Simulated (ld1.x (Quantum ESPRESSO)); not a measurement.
## Plane-wave convergence, PAW potential for nitrogen

ld1.x (Quantum ESPRESSO) 7.5 input, shortened:

```
&input
   title='N', zed=7., rel=1, dft='PW91', iswitch=3,
   config='[He] 2s1.5 2p3.5 3d-2'
 /
 &inputp
   pseudotype=3, lpaw=.true., tm=.true., lloc=2,
   nlcc=.true., new_core_ps=.true.,
   which_augfun='PSQ', rmatch_augfun_nc=.true.
 /
5
2S  1  0   1.50   0.00  0.95  1.00  0.0
2S  1  0   0.00   0.30  0.95  1.00  0.0
2P  2  1   3.50   0.00  1.30  1.55  0.0
2P  2  1   0.00   0.65  1.30  1.55  0.0
3D  3  2  -2.00  -0.15  1.80  1.80  0.0
 &test
   configts(1)='2s1.5 2p3.5'
 /
```

The pseudo-atom Hamiltonian at the reference potential is diagonalised in spherical Bessel functions j_l(qr) that vanish at 20 bohr, with q² up to the cutoff. All-electron valence levels (Ry): 2s -1.3858, 2p -0.5417.

**Question.** How do the lowest levels (Ry) of each channel move with the cutoff, and are there ghosts?

**Answer.**

```csv
cutoff (Ry),s #1,p #1,d #1,d #2,f #1,f #2,Σ f·Δε (mRy)
8,-1.3710,-0.2266,0.0802,0.1828,0.1215,0.2645,1126.2
12,-1.3823,-0.3799,0.0802,0.1827,0.1215,0.2645,572.8
15,-1.3825,-0.4657,0.0802,0.1827,0.1215,0.2645,272.0
21,-1.3834,-0.5230,0.0802,0.1827,0.1215,0.2645,70.1
30,-1.3851,-0.5412,0.0802,0.1827,0.1215,0.2645,4.1
40,-1.3858,-0.5417,0.0802,0.1827,0.1215,0.2645,1.1
45,-1.3858,-0.5418,0.0802,0.1827,0.1215,0.2645,0.9
55,-1.3858,-0.5419,0.0802,0.1827,0.1215,0.2645,0.5
400,-1.3860,-0.5420,0.0802,0.1827,0.1215,0.2645,0.0
```

Result: no extra level below or beside the all-electron valence levels (s, p, d, f tested); 10 mRy is reached at 30 Ry and 1 mRy at 45 Ry.
